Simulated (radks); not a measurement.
Results of a calculation; reference values are marked as such.
Spin polarisation of the 4f6 shell in neutral samarium. Start: [Xe] 4f(up 3, down 3) 6s2; electrons of 4f are moved from spin down to spin up, other shells keep equal spins. Level of theory: non-relativistic Kohn-Sham, PBE, spin-polarised, spherical densities, point nucleus (a radial shooting solver on a logarithmic mesh with Libxc functionals).

moment (Bohr magnetons)	E - E(0) (eV)	e(4f up) (eV)	e(4f down) (eV)	6s down minus up (eV)
0	0.000	-5.706	-5.706	0.000
1	-0.179	-6.046	-5.331	0.027
2	-0.715	-6.350	-4.920	0.054
3	-1.609	-6.616	-4.474	0.082
4	-2.857	-6.842	-3.990	0.111
5	-4.459	-7.022	-3.467	0.140
6	-6.412	-7.152	-2.901	0.171

At moment 6 the spin-polarisation energy is -6.412 eV and the 4f exchange splitting 4.251 eV, that is 0.709 eV per Bohr magneton; E = -I m^2/4 would give I = 0.712 eV.
